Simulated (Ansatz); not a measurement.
Calculated with Ansatz (gas phase, PBE0-D4/def2-TZVP geometries, no zero-point term in ΔE). CCSD(T)/CBS is the MP2 limit (def2-TZVPP, def2-QZVPP) plus CCSD(T) − MP2 in def2-TZVPP, frozen cores. This one scheme is used for every species. Functionals use def2-TZVPP.

`C=C1CC1(F)[SiH3]` + H₂ → `C=C1CC1[SiH3]` + H–F  (hydrogenolysis of a C–F bond)

`C=C1CC1(F)[SiH3]`:

Z-matrix (Å, degrees):
```
C
C 1 1.459
C 1 1.527 2 58.4
H 1 1.087 2 116.7 3 104.8
H 1 1.086 2 121.2 3 -106.5
C 2 1.315 1 149.7 3 -175.3
F 3 1.382 1 115.7 2 107.0
Si 3 1.877 1 120.6 2 -110.4
H 6 1.085 2 121.4 1 -5.2
H 6 1.085 2 121.0 1 174.1
H 8 1.485 3 109.9 1 -87.2
H 8 1.485 3 107.2 1 32.2
H 8 1.485 3 110.3 1 152.0
```

H₂:

```xyz
2

H     0.279   -0.109   -0.223
H    -0.279    0.109    0.223
```

`C=C1CC1[SiH3]`:

Z-matrix (Å, degrees):
```
C
C 1 1.453
C 1 1.541 2 58.3
H 1 1.085 2 118.5 3 106.1
H 1 1.086 2 119.1 3 -106.6
C 2 1.315 1 148.6 3 179.3
Si 3 1.860 1 119.1 2 -108.1
H 3 1.088 1 115.4 2 106.4
H 6 1.085 2 121.2 1 -179.9
H 6 1.084 2 121.1 1 0.4
H 7 1.489 3 110.9 1 -89.9
H 7 1.487 3 111.0 1 149.7
H 7 1.487 3 108.3 1 29.8
```

H–F:

Cartesian coordinates in Å:
```
F -0.449 0.038 -0.091
H 0.449 -0.038 0.091
```

| species | ωB97M-V energy (Eh) |
| --- | --- |
| `C=C1CC1(F)[SiH3]` | -545.87337 |
| H₂ | -1.16132 |
| `C=C1CC1[SiH3]` | -446.61701 |
| H–F | -100.46072 |

Q: Work out ΔE.

A: ΔE = (-446.61701) + (-100.46072) − (-545.87337) − (-1.16132) = -0.04304 Eh = -27.0 kcal/mol. CCSD(T)/CBS gives -29.9 kcal/mol.

Largest T1 diagnostic among the species: 0.012.

From PBE to PBE0 (25 % exact exchange), in def2-TZVPP and without D4, ΔE moves by −2.6 kcal/mol.
